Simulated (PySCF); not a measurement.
Structure with atom numbers: `[CH3:1]/[C:2](=[CH:3]/[N:4]([SiH3:5])[SiH3:6])[CH2:7][O:8][SiH3:9]`. Each H is labelled by its parent atom.

- GFN2-xTB geometry
- shielding tensors at PBE0/pcSseg-1 (GIAO)
- run in PySCF 2.14.0 with density-fitted response routines
- gas phase, fast rotation and ring inversion assumed for equivalent nuclei, one conformer, no relativistic terms

Referencing at the same level of theory: $^{13}$C (186.93 ppm) and $^{1}$H (31.72 ppm) and $^{29}$Si (349.16 ppm) against TMS; NH3 for $^{15}$N (267.73 ppm); $^{17}$O (336.08 ppm) vs H2O.

```
        atoms    nucleus  count  δ (ppm)
      Si5/Si6  $^{29}$Si      2    -44.8
           C2   $^{13}$C      1    129.7
        H(C1)    $^{1}$H      3        ?
H(Si5)/H(Si6)    $^{1}$H      6     4.82
           N4   $^{15}$N      1     38.8
       H(Si9)    $^{1}$H      3     4.94
           C1   $^{13}$C      1     21.7
           C3   $^{13}$C      1        ?
        H(C3)    $^{1}$H      1     6.08
        H(C7)    $^{1}$H      2        ?
          Si9  $^{29}$Si      1    -38.8
           O8   $^{17}$O      1        ?
           C7   $^{13}$C      1     65.1
```

Question: Estimate the values marked ?.

Answer: 
- C3: 142.3 ppm, alkene carbon bearing nitrogen; an sp2 carbon further deshielded by the attached heteroatom
- H(C7): 4.28 ppm, hydrogen on an allylic sp3 CH2 bonded to O; its carbon carries O, hence the downfield position
- H(C1): 1.90 ppm, hydrogen on an allylic methyl carbon; allylic position
- O8: 18.6 ppm, oxygen bonded to C, Si

Shifts are as computed. Against solution values, carbons near 30 ppm lie about +3 ppm off and those near 130 ppm about +5 ppm. Of 1211 compounds with measured shifts, 218 miss one by over three times the rms of a fit or turn the order of signals round; such compounds aren't used in these exercises. Experimental scales use liquid or dissolved standards, which lie at an offset from isolated NH3 (liquid NH3: subtract about 20 ppm) and H2O (liquid H2O: subtract about 36 ppm).
